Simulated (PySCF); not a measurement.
## Ni²⁺ (nickel, charge +2): UHF calculation

Configuration: [Ar] 3d7 4p1, one real determinant (an excited configuration). Computed with PySCF 2.14 in x2c-TZVPPall (6s5p4d2f1g, 64 functions), with scalar relativity by spin-free X2C-1e.

* Total energy: -1517.797821 hartree
* One-electron energy: -2079.9824 hartree
* Hartree (Coulomb) energy: 624.0483 hartree
* Exchange energy: -61.8637 hartree
* ⟨S²⟩: 6.0027
* ⟨L²⟩: 13.954
* Sum of ⟨r⟩: 16.96 bohr
* Sum of ⟨r²⟩: 21.50 bohr²
* Traceless quadrupole moment −½Σ⟨3z² − r²⟩ along its main axis: -3.38 e·bohr²
* Langevin diamagnetic susceptibility: -17.0 ×10⁻⁶ cm³/mol

```
shell  electrons  mean orbital energy (hartree)  spread (hartree)  rms radius, mean of both spins (bohr)
 1s α          1                     -309.86467                 0                                 0.0624
 1s β          1                     -309.85920                 0                                 0.0624
 2s α          1                      -39.77566                 0                                  0.265
 2s β          1                      -39.65535                 0                                  0.265
 2p α          3                      -34.23557           0.01291                                  0.238
 2p β          3                      -34.11442           0.00500                                  0.238
 3s α          1                       -6.21371                 0                                  0.789
 3s β          1                       -5.89991                 0                                  0.789
 3p α          3                       -4.53787           0.02240                                  0.836
 3p β          3                       -4.16005           0.03011                                  0.836
 3d α          5                       -1.81989           0.06419                                  1.000
 3d β          2                       -1.66891           0.00915                                  1.000
 4p α          1                       -0.76364                 0                                   2.93
```

⟨L²⟩ = 13.95 against 20 for a pure G term, so this real determinant mixes terms.

Densities and radii are taken from the X2C orbitals without a picture-change correction, which distorts them close to the nucleus.

Spin-orbit constants ζ (cm⁻¹) from the X2C one-electron operator on these orbitals: bare nucleus, nucleus screened by l(l+1)(2l+1)/3 electrons, and screened by the Breit-Pauli mean field of the electrons.

```csv
shell,bare,screened nucleus,mean field
2p,98160,91140,87920
3p,12690,11780,11300
3d,1269,816.1,742.8
4p,803.3,745.9,710.2
```

To first order the Landé constant is A = -94.89 cm⁻¹, so the lowest level has J = 6 and lies 0.0941 eV below the centre of the term. This holds in LS coupling only.
